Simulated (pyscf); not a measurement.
Single points on ωB97X-D3(BJ)/def2-SVP structures (PySCF, gas phase). Singlets are restricted, triplets unrestricted.

Singlet (Å):
```xyz
9

Cl     1.4660    -0.9410    -0.0659
C      0.8624     0.7436    -0.3308
C     -0.3077     1.0837    -1.0982
C     -1.3459     0.1934    -1.5493
Cl    -1.5870    -1.4952    -0.9470
H      0.5407     1.1618     0.6507
H      1.7321     1.3490    -0.6247
H     -2.3327     0.6786    -1.5352
H     -1.0648     0.1472    -2.6265
```

Triplet (Å):
```xyz
9

Cl    -0.5313    -0.2349     2.2226
C     -0.9581    -1.3415     0.8454
C     -0.4947    -0.7960    -0.4256
C     -0.8046     0.4554    -1.1081
Cl    -2.5846     0.5853    -1.4517
H     -2.0576    -1.4345     0.8568
H     -0.5107    -2.3203     1.0668
H     -0.2822     0.5458    -2.0705
H     -0.5508     1.3230    -0.4751
```

### Question
For these two minima of Cl–CH₂–C:–CH₂–Cl, which spin state lies lower at ωB97X-D3(BJ)/def2-TZVP, and by how much (electronic energies)?

### Answer
The triplet, by 0.00 eV, which is too close to call the ground state. PBE, ωB97M-D3(BJ) put the other state lower. Zero-point energy shifts E(triplet) − E(singlet) by +0.06 eV. The 7 functionals that were run give -0.26 (r²SCAN) to +0.07 eV (ωB97M-D3(BJ)). Cl–CH₂–C:–CH₂–Cl [triplet] lies 3.17 eV over its isomer H₃C–C(Cl)=CH–Cl, and others may lie lower still (electronic energy, ωB97M-D3(BJ)). 

E(triplet) − E(singlet) by level (eV):

```json
[
 {"level": "ωB97X-D3(BJ)/def2-TZVP", "gap": "0.00"},
 {"level": "PBE/def2-TZVP", "gap": "+0.01"},
 {"level": "r²SCAN/def2-TZVP", "gap": "-0.26"},
 {"level": "B3LYP-D3(BJ)/def2-TZVP", "gap": "-0.02"},
 {"level": "PBE0-D3(BJ)/def2-TZVP", "gap": "-0.19"},
 {"level": "M06-2X/def2-TZVP", "gap": "-0.16"},
 {"level": "ωB97M-D3(BJ)/def2-TZVP", "gap": "+0.07"},
 {"level": "HF/def2-TZVP", "gap": "-1.07"}
]
```

The triplet is the lowest one reached from the SCF start used.
